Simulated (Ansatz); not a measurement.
`BCCI` at its PBE0-D4/def2-TZVP geometry, where that method's forces vanish. The species carries charge 0 and has multiplicity 1. I: def2 effective core potential.

```xyz
10

B    -0.0760   -1.3944    0.6791
C     0.5213   -0.0913    0.0743
C    -0.4789    0.8981   -0.4686
I     0.4401    2.6690   -1.2802
H     0.6678   -2.2198    1.1240
H    -1.2560   -1.5998    0.7153
H     1.2467   -0.3875   -0.6973
H     1.1556    0.3681    0.8466
H    -1.1575    1.2668    0.2976
H    -1.0631    0.4907   -1.2909
```

(1) What forces (eV/Å) does ωB97M-V/def2-TZVPP give on these atoms in Ansatz? (Estimate.)

Results:

(1) Ansatz gave: 
```
B1  -0.031 -0.164  0.078
C2   0.199 -0.084  0.053
C3  -0.180  0.210 -0.115
I4  -0.014 -0.064  0.031
H5  -0.105  0.108 -0.059
H6   0.149  0.039 -0.011
H7  -0.058  0.023  0.048
H8  -0.052 -0.026 -0.052
H9   0.051 -0.059 -0.066
H10  0.041  0.017  0.093
```
